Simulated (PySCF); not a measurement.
Cl2Si, charge -1, doublet, at a GFN2-xTB geometry (a state made from the parent by changing its charge; the spin is typed, not shown lowest), atoms displaced at random by about 0.03 Å a coordinate; PBE0/6-31G, gradient (PySCF).

Input for PySCF:
```python
from pyscf import gto, scf, dft

mol = gto.Mole()
mol.atom = '''
    Si    0.091158   -0.063731    1.033117
    Cl    1.157743    1.437095   -0.436300
    Cl   -1.212859   -1.417779   -0.414643
'''
mol.basis = '6-31g'
mol.charge = -1
mol.spin = 1
mol.verbose = 4
mol.build()

mf = dft.UKS(mol)
mf.xc = 'pbe0'
mf.kernel()
g = mf.nuc_grad_method()
grad = g.kernel()
```

What the program printed (banner, timings and long lists left out):

```
PySCF version 2.14.0

[INPUT] verbose = 4
[INPUT] num. atoms = 3
[INPUT] num. electrons = 49
[INPUT] charge = -1
[INPUT] spin (= nelec alpha-beta = 2S) = 1
[INPUT] symmetry False subgroup None
[INPUT] Mole.unit = angstrom
[INPUT] Symbol           X                Y                Z      unit          X                Y                Z       unit  Magmom
[INPUT]  1 Si     0.091158000000  -0.063731000000   1.033117000000 AA    0.172263654063  -0.120434135645   1.952308184632 Bohr   0.0
[INPUT]  2 Cl     1.157743000000   1.437095000000  -0.436300000000 AA    2.187817192632   2.715715964982  -0.824487508148 Bohr   0.0
[INPUT]  3 Cl    -1.212859000000  -1.417779000000  -0.414643000000 AA   -2.291971337714  -2.679214015160  -0.783561709468 Bohr   0.0

nuclear repulsion = 147.755387754255
number of shells = 21
number of NR pGTOs = 138
number of NR cGTOs = 39
basis = 6-31g
ecp = {}

******** <class 'pyscf.dft.uks.UKS'> ********
method = UKS
initial guess = minao
damping factor = 0
level_shift factor = 0
DIIS = <class 'pyscf.scf.diis.CDIIS'>
diis_start_cycle = 1
diis_space = 8
diis_damp = 0
SCF conv_tol = 1e-09
SCF conv_tol_grad = None
SCF max_cycles = 50
direct_scf = True
direct_scf_tol = 1e-13
number electrons alpha = 25  beta = 24
XC library pyscf.dft.libxc version 7.1.2
    S. Lehtola, C. Steigemann, M. J. T. Oliveira, and M. A. L. Marques,  SoftwareX 7, 1–5 (2018)
XC functionals = pbe0
    C. Adamo and V. Barone,  J. Chem. Phys. 110, 6158 (1999)
    M. Ernzerhof and G. E. Scuseria,  J. Chem. Phys. 110, 5029 (1999)
radial grids:
    Treutler-Ahlrichs [JCP 102, 346 (1995); DOI:10.1063/1.469408] (M4) radial grids

becke partition: Becke, JCP 88, 2547 (1988); DOI:10.1063/1.454033
pruning grids: <function nwchem_prune>
grids dens level: 3
symmetrized grids: False
atomic radii adjust function: <function treutler_atomic_radii_adjust>
small_rho_cutoff = 0
Set gradient conv threshold to 3.16228e-05
tot grids = 56944
init E= -1209.28211348363

cycle= 1 E= -1209.42655012755  delta_E= -0.144  |g|= 0.283  |ddm|= 1.24
cycle= 2 E= -1209.37617462869  delta_E= 0.0504  |g|= 0.392  |ddm|= 1.01
cycle= 3 E= -1209.4887012195  delta_E= -0.113  |g|= 0.0165  |ddm|= 0.584
cycle= 4 E= -1209.48899904295  delta_E= -0.000298  |g|= 0.0053  |ddm|= 0.0605
cycle= 5 E= -1209.48903197483  delta_E= -3.29e-05  |g|= 0.000954  |ddm|= 0.0135
cycle= 6 E= -1209.48903293175  delta_E= -9.57e-07  |g|= 0.000673  |ddm|= 0.00302
cycle= 7 E= -1209.48903339997  delta_E= -4.68e-07  |g|= 9.8e-05  |ddm|= 0.00163
cycle= 8 E= -1209.48903341633  delta_E= -1.64e-08  |g|= 1.67e-05  |ddm|= 0.000375
cycle= 9 E= -1209.48903341698  delta_E= -6.56e-10  |g|= 2.92e-06  |ddm|= 8.16e-05
Extra cycle  E= -1209.48903341701  delta_E= -2.73e-11  |g|= 1.63e-06  |ddm|= 1.64e-05
converged SCF energy = -1209.48903341701  <S^2> = 0.75218705  2S+1 = 2.0021859

******** <class 'pyscf.grad.uks.Gradients'> for <class 'pyscf.dft.uks.UKS'> ********
unit = Eh/Bohr
grid_response = False
--------------- UKS gradients ---------------
         x                y                z
0 Si     0.0007601514     0.0014263382    -0.0034480563
1 Cl    -0.0004056070    -0.0008873202     0.0023757700
2 Cl    -0.0003052894    -0.0005514489     0.0010441771
----------------------------------------------
```
